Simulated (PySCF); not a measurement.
A calculated (B3LYP, PySCF 2.14, cc-pVDZ-DK, scalar relativity by spin-free X2C-1e) atom or ion has these occupied shells.

| shell | electrons | orbital energy (eV) | rms radius, mean of both spins (bohr) |
| --- | --- | --- | --- |
| 1s α | 1 | -1528.8 | 0.139 |
| 1s β | 1 | -1528.7 | 0.139 |
| 2s α | 1 | -113.41 | 0.681 |
| 2s β | 1 | -113.35 | 0.681 |
| 2p α | 3 | -73.531 | 0.679 |
| 2p β | 3 | -73.445 | 0.679 |
| 3s α | 1 | -8.724 | 2.75 |
| 3s β | 1 | -8.045 | 2.75 |
| 3p α | 1 | -3.569 | 3.61 |

Name the element and its charge.

Al (aluminium, neutral), in [Ne] 3s2 3p1, 2P determinant.
